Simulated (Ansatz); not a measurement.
CH6Cl2O2Si2 (`O[SiH](O)C[SiH](Cl)Cl`), relaxed with RKS PBE0-D4/def2-TZVP in Ansatz 0.2.0 from a GFN2-xTB geometry. The force threshold is 0.005 eV/Å; the program also tests the step.

Charge 0, multiplicity 1.

Start:

```xyz
13

O     0.300    0.381   -2.273
Si    0.915   -0.354   -0.969
O     0.189   -1.806   -0.881
C     0.497    0.790    0.495
Si   -1.204    0.484    1.254
Cl   -1.196   -1.364    2.101
Cl   -1.572    1.830    2.727
H     0.036   -0.141   -3.026
H     2.360   -0.532   -1.095
H     0.174   -2.311   -0.073
H     1.265    0.676    1.261
H     0.563    1.819    0.150
H    -2.327    0.528    0.329
```

(1) By how much does the energy fall, and how many steps does the optimiser take? (Estimate.)

(2) Which bonds change most? (Estimate.)

(3) Give the relaxed structure. (Best estimate.)

Results:

(1) The calculation gave: 17.73 kJ/mol, in 27 steps, 4 of them rejected.

(2) Ansatz gave: C4–Si5 from 1.887 to 1.844 Å; Si2–C4 from 1.904 to 1.865 Å; Si5–Cl6 from 2.033 to 2.066 Å; O1–Si2 from 1.619 to 1.645 Å.

(3) Computed: 
```xyz
13

O    -0.255   -0.014   -1.990
Si    0.952   -0.350   -0.924
O     1.040   -1.933   -0.519
C     0.545    0.729    0.542
Si   -1.208    0.638    1.108
Cl   -1.733   -1.337    1.407
Cl   -1.439    1.610    2.899
H    -0.251   -0.463   -2.836
H     2.281   -0.046   -1.501
H     0.303   -2.288   -0.013
H     1.202    0.465    1.377
H     0.745    1.776    0.284
H    -2.183    1.212    0.166
```
